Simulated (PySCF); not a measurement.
# Vibration and rotation of CoO

PBE0 constants of CoO, ⁴Δ (quartet), unpaired electrons π ↑↑, δ ↑ (Co def2-TZVP, O def2-TZVP; no relativity (PySCF 2.14); masses 58.9332 and 15.9949 u):

- ωe: 918.9 cm⁻¹
- ωexe: 4.57 cm⁻¹
- Be: 0.51601 cm⁻¹
- αe: 0.00355 cm⁻¹
- D (centrifugal): 6.51e-07 cm⁻¹

Give the vibrational terms G(v) and spacings up to v = 6.

G(v) = ωe(v+½) − ωexe(v+½)².

```json
{"v": "0", "G(v) (cm⁻¹)": "458", "G(v) − G(v−1)": "", "Bv (cm⁻¹)": "0.5142"}
{"v": "1", "G(v) (cm⁻¹)": "1368", "G(v) − G(v−1)": "910", "Bv (cm⁻¹)": "0.5107"}
{"v": "2", "G(v) (cm⁻¹)": "2269", "G(v) − G(v−1)": "901", "Bv (cm⁻¹)": "0.5071"}
{"v": "3", "G(v) (cm⁻¹)": "3160", "G(v) − G(v−1)": "891", "Bv (cm⁻¹)": "0.5036"}
{"v": "4", "G(v) (cm⁻¹)": "4043", "G(v) − G(v−1)": "882", "Bv (cm⁻¹)": "0.5000"}
{"v": "5", "G(v) (cm⁻¹)": "4916", "G(v) − G(v−1)": "873", "Bv (cm⁻¹)": "0.4965"}
{"v": "6", "G(v) (cm⁻¹)": "5780", "G(v) − G(v−1)": "864", "Bv (cm⁻¹)": "0.4929"}
```

De is left out where the level can put another filling of the metal’s s and d shells below the measured ground configuration, by anything from nothing to about 1 eV. The state is the lowest single determinant that the PBE0 search found; with open d or f shells the true ground state can be another one.
